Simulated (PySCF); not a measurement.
# How methods differ on the ionisation energy of Ne²⁺

Ne²⁺ [He] 2s2 2p4 (3P) → Ne³⁺ [He] 2s2 2p3 (4S), as a difference of total energies. Computed with PySCF 2.14 in dyall-av3z, with the non-relativistic Hamiltonian (point nucleus). Correlated levels: valence: 1s2 frozen; virtual orbitals above 40 to 60 times the deepest correlated orbital energy dropped. The calculations carry no spin-orbit coupling.

```csv
method,ionisation energy (eV),plus first-order spin-orbit estimate,error of that sum (eV)
UHF,61.822,61.860,-1.563
MP2 (valence),63.051,63.089,-0.334
SCS-MP2 (valence),63.162,63.200,-0.223
CCSD (valence),63.085,63.123,-0.300
CCSD(T) (valence),63.105,63.142,-0.281
```

Reference: 63.423 eV (measured; NIST Atomic Spectra Database, ionization energies).

A first-order spin-orbit estimate (lowest level to lowest level, LS coupling) adds 0.038 eV.

Errors of the correlated levels include the incompleteness of this basis and the frozen core.
